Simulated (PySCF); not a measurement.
Gas-phase reaction: 6 GeF2 + 4 H2 → 3 GeF4 + Ge3H8

Energies from PySCF, thermal terms from the rigid-rotor harmonic-oscillator model, ideal gas at 1 bar. † marks an energy on the PBE0/def2-TZVP geometry and frequencies; other levels use their own. MP2 freezes the core. 6-31G* has spherical d functions here. All species are closed-shell singlets. B3LYP is the form with VWN-RPA correlation. Ge: all electrons, no relativistic terms. MP2 isn't extrapolated to the basis-set limit.

| level | ΔH°(298 K), kJ |
|---|---|
| B3LYP/def2-TZVP† | (withheld) |
| BLYP/def2-TZVP† | 81 |
| HF/6-31G* | -337 |
| MP2/def2-SVP† | -415 |
| PBE0/def2-SVP† | (withheld) |
| ωB97M-V/def2-TZVP† | (withheld) |

Some entries are withheld; supply them.


- B3LYP/def2-TZVP†, ΔH°(298 K), kJ: -72
- PBE0/def2-SVP†, ΔH°(298 K), kJ: -329
- ωB97M-V/def2-TZVP†, ΔH°(298 K), kJ: -185
